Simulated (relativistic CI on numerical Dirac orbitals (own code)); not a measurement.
## I¹²⁺: computed level list

Method of calculation: Dirac-Coulomb-Breit CI, orbitals from a KLI potential per configuration, model QED (radiative potential, 1s self-energy scaled to tabulated hydrogen-like ionisation energies), unscaled Slater integrals (own radial code, finite nucleus).

CI space (outside the closed core [Ar] 3d10): 4s²4p⁶4d⁵, 4s²4p⁵4d⁶, 4s²4p⁶4d⁴4f, 4s²4p⁶4d⁴5s, 4s4p⁶4d⁶, 4s²4p⁶4d⁴5p, 4s²4p⁵4d⁵4f, 4s²4p⁶4d³4f5s, 4s²4p⁶4d⁴5d, 4s4p⁶4d⁵4f, 4s²4p⁶4d³5s5p, 4s²4p⁶4d⁴6s, 4s²4p⁵4d⁵5s, 4s²4p⁶4d⁴5f, 4s²4p⁶4d⁴6p, 4s²4p⁶4d⁴5g, 4s²4p⁶4d⁴6f, 4s²4p⁶4d⁴7p, 4s²4p⁶4d⁴7f, 4s4p⁶4d⁵5p, 4p⁶4d⁶5p, 4s²4p⁶4d³5s², 4s²4p⁶4d²4f5s², 4s²4p⁶4d²5s²5p, 4s²4p⁵4d³4f5s², 4p⁶4d⁷, 4p⁵4d⁸, 4p⁵4d⁷4f. Double excitations out of closed p, d and f shells are left out; levels of such configurations are missing from the list, as are those of other unlisted configurations, and high levels can miss mixing partners. These lack a partner that the ground configuration has and come out too high: 4s²4p⁵4d⁵5s.

The lowest level is 4s²4p⁶4d⁵ ⁶S5/2, with 92 % of that term; Hund's rules for 4s²4p⁶4d⁵ give ⁶S with J = 5/2, in agreement.

| No. | Configuration | Term | J | E (cm⁻¹) | % | jj configuration (%) |
| --- | --- | --- | --- | --- | --- | --- |
| 1 | 4s²4p⁶4d⁵ | ⁶S | 5/2 | 0.0 | 92 | 4d3/2^3 4d5/2^2 (37) |
| 2 | 4s²4p⁶4d⁵ | ⁴G | 5/2 | 42291.3 | 55 | 4d5/2 (55) |
| 3 | 4s²4p⁶4d⁵ | ⁴G | 7/2 | 46986.5 | 82 | 4d3/2^3 4d5/2^2 (66) |
| 4 | 4s²4p⁶4d⁵ | ⁴G | 11/2 | 47798.3 | 87 | 4d3/2^3 4d5/2^2 (55) |
| 5 | 4s²4p⁶4d⁵ | ⁴G | 9/2 | 49073.2 | 92 | 4d3/2^2 4d5/2^3 (54) |
| 6 | 4s²4p⁶4d⁵ | ⁴D | 5/2 | 50625.6 | 34 | 4d3/2^3 4d5/2^2 (39) |
| 7 | 4s²4p⁶4d⁵ | ⁴D | 3/2 | 52388.9 | 52 | 4d3/2^3 4d5/2^2 (81) |
| 8 | 4s²4p⁶4d⁵ | ⁴P | 1/2 | 57477.6 | 50 | 4d3/2^2 4d5/2^3 (51) |
| 9 | 4s²4p⁶4d⁵ | ⁴D | 7/2 | 60066.2 | 81 | 4d3/2^2 4d5/2^3 (72) |
| 10 | 4s²4p⁶4d⁵ | ⁴D | 5/2 | 66960.0 | 40 | 4d3/2^3 4d5/2^2 (45) |
| 11 | 4s²4p⁶4d⁵ | ²I | 11/2 | 67214.5 | 81 | 4d3/2^2 4d5/2^3 (64) |
| 12 | 4s²4p⁶4d⁵ | ⁴D | 1/2 | 67948.3 | 53 | 4d3/2^2 4d5/2^3 (77) |
| 13 | 4s²4p⁶4d⁵ | ⁴P | 3/2 | 70941.9 | 51 | 4d3/2^2 4d5/2^3 (61) |
| 14 | 4s²4p⁶4d⁵ | ²I | 13/2 | 71602.9 | 98 | 4d3/2^2 4d5/2^3 (98) |
| 15 | 4s²4p⁶4d⁵ | ²F | 7/2 | 77190.9 | 41 | 4d3/2^3 4d5/2^2 (74) |
| 16 | 4s²4p⁶4d⁵ | ²G | 9/2 | 78213.0 | 50 | 4d3/2^3 4d5/2^2 (56) |
| 17 | 4s²4p⁶4d⁵ | ⁴F | 3/2 | 80268.4 | 48 | 4d3/2^2 4d5/2^3 (66) |
| 18 | 4s²4p⁶4d⁵ | ²F | 5/2 | 80715.5 | 30 | 4d3/2^2 4d5/2^3 (38) |
| 19 | 4s²4p⁶4d⁵ | ⁴F | 5/2 | 87139.4 | 41 | 4d3/2^2 4d5/2^3 (57) |
| 20 | 4s²4p⁶4d⁵ | ²H | 9/2 | 89902.2 | 50 | 4d3/2^2 4d5/2^3 (96) |
| 21 | 4s²4p⁶4d⁵ | ²G | 7/2 | 91199.0 | 58 | 4d3/2^2 4d5/2^3 (81) |
| 22 | 4s²4p⁶4d⁵ | ²D | 3/2 | 94791.6 | 49 | 4d3/2 4d5/2^4 (54) |
| 23 | 4s²4p⁶4d⁵ | ²F | 7/2 | 96325.8 | 60 | 4d3/2 4d5/2^4 (73) |
| 24 | 4s²4p⁶4d⁵ | ²F | 5/2 | 97384.6 | 61 | 4d3/2^2 4d5/2^3 (64) |
| 25 | 4s²4p⁶4d⁵ | ²H | 11/2 | 100411.3 | 79 | 4d3/2 4d5/2^4 (86) |
| 26 | 4s²4p⁶4d⁵ | ²F | 7/2 | 102873.4 | 60 | 4d3/2 4d5/2^4 (47) |
| 27 | 4s²4p⁶4d⁵ | ²G | 9/2 | 102921.6 | 44 | 4d3/2 4d5/2^4 (70) |
| 28 | 4s²4p⁶4d⁵ | ²S | 1/2 | 107235.5 | 89 | 4d3/2 4d5/2^4 (36) |
| 29 | 4s²4p⁶4d⁵ | ²D | 5/2 | 110524.5 | 43 | 4d5/2^5 (54) |
| 30 | 4s²4p⁶4d⁵ | ²D | 3/2 | 121946.1 | 94 | 4d3/2 4d5/2^4 (38) |

Energies count from the lowest computed level. Filled j subshells are mostly left out of the jj labels.

The mean weight of the leading LS term, summed over parents, in these 30 levels is 61 %, and that of the leading jj configuration (from the same eigenvectors) 61 %.

At this charge energies of transitions that change n are usually good to better than 1 %, and those within a shell (Δn = 0) to a few per cent. Terms inside the open d or f shell come out 10 to 20 % too wide with unscaled integrals. Levels and lines within the n = 5 or 6 shells can be off by up to 10 % or somewhat more, and those that change n by about 2 %, since core polarisation is missing.

LS names give the leading component of a level, which can be under half, so a name can repeat, a term be missing and a line seem to break the LS rules.
